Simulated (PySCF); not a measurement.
# P(2+) (phosphorus, charge +2): PBE0 calculation

Configuration: [Ne] 3s2 3p1, 2P determinant. Calculation: PySCF 2.14, in dyall-av3z (19s12p3d2f, 84 functions); the non-relativistic Hamiltonian (point nucleus).

* Total energy: -340.0302 hartree
* One-electron energy: -459.2137 hartree
* Hartree (Coulomb) energy: 141.5779 hartree
* Exchange-correlation energy: -22.3944 hartree
* Kinetic energy: 339.60871 hartree
* ⟨S²⟩: 0.7550
* ⟨L²⟩: 2.016
* Sum of ⟨r⟩: 9.618 bohr
* Sum of ⟨r²⟩: 13.92 bohr²
* Traceless quadrupole moment −½Σ⟨3z² − r²⟩ along its main axis: -1.73 e·bohr²
* Density at the nucleus (Gaussians lack the cusp): 2180 bohr⁻³
* Spin density at the nucleus: -0.0959 bohr⁻³
* Langevin diamagnetic susceptibility: -11.0 ×10⁻⁶ cm³/mol

```
shell  electrons  mean orbital energy (hartree)  spread (hartree)  rms radius, mean of both spins (bohr)
 1s α          1                      -78.15924                 0                                  0.121
 1s β          1                      -78.15274                 0                                  0.121
 2s α          1                       -7.52924                 0                                  0.566
 2s β          1                       -7.52283                 0                                  0.566
 2p α          3                       -5.66571           0.00412                                  0.542
 2p β          3                       -5.65553           0.02446                                  0.542
 3s α          1                       -1.31980                 0                                   1.87
 3s β          1                       -1.26405                 0                                   1.87
 3p α          1                       -0.96894                 0                                   2.11
```
